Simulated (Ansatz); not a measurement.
`C=[C]([AlH2])[GeH3]` + `BCl` → `[AlH2][BH]Cl` + `C=[CH][GeH3]`  (formal exchange of groups at the Al–C bond)

Computed with Ansatz on PBE0-D4/def2-TZVP structures; ΔE is electronic, products minus reactants. CBS: MP2 limit from def2 TZ/QZ plus the TZ coupled-cluster correction, frozen cores. This one scheme is used for every species. Functionals use def2-TZVPP. For Ge outer-core shells are correlated without core-valence functions, which leaves a few kJ/mol of doubt a bond. Scalar relativity is left out up to krypton.

```json
{"species": "`C=[C]([AlH2])[GeH3]`", "PBE-D4 energy (Eh)": "-2399.27138"}
{"species": "`BCl`", "PBE-D4 energy (Eh)": "-486.05005"}
{"species": "`[AlH2][BH]Cl`", "PBE-D4 energy (Eh)": "-728.92287"}
{"species": "`C=[CH][GeH3]`", "PBE-D4 energy (Eh)": "-2156.38504"}
```

Task: Work out ΔE.

Result: ΔE = (-728.92287) + (-2156.38504) − (-2399.27138) − (-486.05005) = 0.01352 Eh = +35.5 kJ/mol. CCSD(T)/CBS gives +44.2 kJ/mol.

Largest T1 diagnostic among the species: 0.013.

The D4 term adds +4.9 kJ/mol with B3LYP and +2.8 kJ/mol with PBE0; it sums over pairs of atoms, weighted by their polarisabilities, and B3LYP, whose exchange is more repulsive, gets the larger term. From PBE to PBE0 (25 % exact exchange), in def2-TZVPP and without D4, ΔE moves by +3.0 kJ/mol.

B3LYP here is the variant with VWN-RPA as its local correlation; programs differ in this.
